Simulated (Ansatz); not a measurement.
Geometry optimisation, RKS B3LYP-D4/cc-pVDZ in Ansatz.

Input file:

```yaml
crystal:
  periodic: [false, false, false]
  atoms:
    - { symbol: Al, position_ang: [0.0, 0.0, 0.0] }
    - { symbol: Cl, position_ang: [0.0, 0.0, 2.58] }
    - { symbol: Cl, position_ang: [1.9312, 0.0, -1.115] }
    - { symbol: Cl, position_ang: [-1.9312, 0.0, -1.115] }
    - { symbol: "N", position_ang: [0.0928, -2.1047, 0.7] }
    - { symbol: H, position_ang: [-0.4256, -2.8627, 0.1705] }
    - { symbol: H, position_ang: [0.6555, -2.3517, 1.5637] }
    - { symbol: H, position_ang: [0.0645, -1.4634, 1.8747] }
basis:
  gaussian: { orbitals: cc-pVDZ }
hamiltonian:
  xc: b3lyp
  dispersion: d4
relax:
  f_tol: 0.15
  max_steps: 25
  restrain:
    - { distance: [0, 4], at: 3.12, k: 30.0 }
    - { distance: [7, 1], at: 2.57, k: 30.0 }
    - { distance: [0, 1], at: 2.23, k: 30.0 }
    - { distance: [7, 4], at: 1.06, k: 30.0 }
```

Launched with:

```bash
$ ansatz run input.yaml --threads 2 --pin off --max-ram 3072MiB --backend cpu --events-out ev --progress --plain --runs-dir out
```

Problem. Where does it end, and by what steps?

Solution. The run converged. The restraints hold the end off the free minimum. After 8 steps the energy has fallen by 3.089 eV (the restraints' own energy left out); H7 moved furthest, 0.80 Å. Joined: N5–H8 (1.34 → 1.04 Å).

```json
{"step": "0", "energy less start (eV)": "0.0000", "largest force component (eV/Å)": "3.306", "accepted": "yes"}
{"step": "1", "energy less start (eV)": "0.1814", "largest force component (eV/Å)": "4.864", "accepted": "yes"}
{"step": "2", "energy less start (eV)": "-0.3282", "largest force component (eV/Å)": "4.602", "accepted": "yes"}
{"step": "3", "energy less start (eV)": "-1.3545", "largest force component (eV/Å)": "4.391", "accepted": "yes"}
{"step": "4", "energy less start (eV)": "-2.1770", "largest force component (eV/Å)": "6.568", "accepted": "yes"}
{"step": "5", "energy less start (eV)": "-2.7018", "largest force component (eV/Å)": "2.063", "accepted": "yes"}
{"step": "6", "energy less start (eV)": "-2.9818", "largest force component (eV/Å)": "1.236", "accepted": "yes"}
{"step": "7", "energy less start (eV)": "-3.0713", "largest force component (eV/Å)": "1.091", "accepted": "yes"}
{"step": "8", "energy less start (eV)": "-3.0892", "largest force component (eV/Å)": "1.192", "accepted": "yes"}
```

```xyz
8
Properties=species:S:1:pos:R:3
Al 0.031 0.384 -0.087
Cl -0.095 0.558 2.102
Cl 1.903 0.622 -1.029
Cl -1.764 0.388 -1.195
N 0.095 -2.512 0.995
H -0.597 -3.245 0.825
H 0.990 -2.969 1.184
H -0.175 -2.009 1.864
```

Run time: 30 s on 2 threads of Arm Neoverse V2 (shared host), peak memory 0.26 GiB.
